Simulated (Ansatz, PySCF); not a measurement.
C2H8N2Si2, SMILES CN[Si@H]1C=N[SiH2]1. Atoms are numbered in the order given.

```xyz
14

C      3.1210     0.0763     0.1719
N      1.8023     0.3342    -0.3567
Si     0.3084    -0.3101     0.2027
C     -1.0747     0.6958     1.1079
N     -2.1919     0.4796     0.5067
Si    -1.7159    -0.4164    -0.9885
H      3.0826    -0.7787     0.8636
H      3.8404    -0.1833    -0.6241
H      3.5379     0.9317     0.7350
H      1.7738     1.0655    -1.0585
H      0.6733    -1.5060     1.0296
H     -1.0592     1.3186     2.0257
H     -2.5031    -1.6652    -1.2324
H     -1.8813     0.4650    -2.1858
```
Charge 0, spin multiplicity 1.

Coordinates come from a PBE0-D3(BJ)/def2-SVP optimisation. The structure was generated by enumeration; whether it is a known compound was not checked. Other conformers were not sampled.

Two levels are set side by side: PBE-D3(BJ)/def2-SVP (Ansatz, a first-principles code) and PBE0-D3(BJ)/def2-SVP (Ansatz). Each level has its own optimised geometry; the coordinates shown are those of the second. Frequencies come from the Hessian of PySCF at each geometry. Differences are taken from unrounded values.

| quantity | PBE0-D3(BJ) |
|---|---|
| mean bond length (Å) | 1.462 |
| bond C1–N2 (Å) | 1.444 |
| bond N2–Si3 (Å) | 1.720 |
| bond Si3–C4 (Å) | 1.935 |
| bond Si3–Si6 (Å) | 2.351 |
| bond C4–N5 (Å) | 1.287 |
| bond N5–Si6 (Å) | 1.807 |
| bond C1–H7 (Å) | 1.100 |
| bond C1–H8 (Å) | 1.104 |
| bond C1–H9 (Å) | 1.106 |
| bond N2–H10 (Å) | 1.014 |
| bond Si3–H11 (Å) | 1.499 |
| bond C4–H12 (Å) | 1.109 |
| bond Si6–H13 (Å) | 1.496 |
| bond Si6–H14 (Å) | 1.496 |
| highest harmonic wavenumber (cm⁻¹) | 3637 |
| mean harmonic wavenumber (cm⁻¹) | 1238 |
| zero-point energy (kcal/mol) | 63.70 |

Question: What does PBE-D3(BJ) give, and how far is it from PBE0-D3(BJ)? (Estimate from the structure and the level; the computed values follow.)

Answer: 
```
quantity                            PBE-D3(BJ)  PBE-D3(BJ) minus PBE0-D3(BJ)
----------------------------------  ----------  ----------------------------
mean bond length (Å)                     1.474                         0.012
bond C1–N2 (Å)                           1.453                         0.009
bond N2–Si3 (Å)                          1.735                         0.014
bond Si3–C4 (Å)                          1.950                         0.015
bond Si3–Si6 (Å)                         2.370                         0.019
bond C4–N5 (Å)                           1.298                         0.011
bond N5–Si6 (Å)                          1.826                         0.019
bond C1–H7 (Å)                           1.109                         0.008
bond C1–H8 (Å)                           1.113                         0.009
bond C1–H9 (Å)                           1.115                         0.009
bond N2–H10 (Å)                          1.023                         0.009
bond Si3–H11 (Å)                         1.511                         0.012
bond C4–H12 (Å)                          1.118                         0.009
bond Si6–H13 (Å)                         1.509                         0.012
bond Si6–H14 (Å)                         1.507                         0.011
highest harmonic wavenumber (cm⁻¹)        3515                          -122
mean harmonic wavenumber (cm⁻¹)           1192                           -46
zero-point energy (kcal/mol)             61.33                         -2.37
```

Exact exchange shortens and stiffens bonds; PBE has none. Differences between two approximate levels are no errors against the true value.
